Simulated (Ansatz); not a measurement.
`C=CCBr` and `C=C[CH2][GaH][Cl]` differ in one atom or group.

Ansatz, PBE0-D4/def2-TZVP geometries, multiplicity 1. Each molecule was computed in one conformer, which needn't be the lowest.

Scalar relativity is left out up to krypton.

```csv
property,`C=CCBr`
LUMO energy (PBE/def2-TZVPP) / eV,-1.78
HOMO energy (PBE/def2-TZVPP) / eV,-6.54
HOMO energy (PBE0/def2-TZVPP) / eV,-7.73
size of the dipole moment (B3LYP/def2-TZVPP) / D,1.98
HOMO energy (B3LYP/def2-TZVPP) / eV,-7.49
zero-point energy (PBE0-D4/def2-TZVP) / kJ/mol,186.8
```

What does the change do to each property? (Best estimate.)

The calculation gave: 
```csv
property,`C=C[CH2][GaH][Cl]`,shift
LUMO energy (PBE/def2-TZVPP) / eV,-2.17,-0.39
HOMO energy (PBE/def2-TZVPP) / eV,-6.02,0.52
HOMO energy (PBE0/def2-TZVPP) / eV,-7.06,0.67
size of the dipole moment (B3LYP/def2-TZVPP) / D,2.52,0.54
HOMO energy (B3LYP/def2-TZVPP) / eV,-6.86,0.63
zero-point energy (PBE0-D4/def2-TZVP) / kJ/mol,204.6,17.8
```

With PBE0 the HOMO rises by 0.67 eV and the LUMO falls by 0.59 eV, so the gap narrows by about 1.26 eV. PBE moves the HOMO by 0.52 eV and ωB97M-V by 0.76 eV. The zero-point energy changes by 17.8 kJ/mol with +6 modes. Dipoles are sizes alone; their direction can turn.

B3LYP here is the variant with VWN-RPA as its local correlation; programs differ in this.

Spin–orbit coupling is left out; it splits and shifts lone-pair levels of the heavy atoms by tenths of an eV.
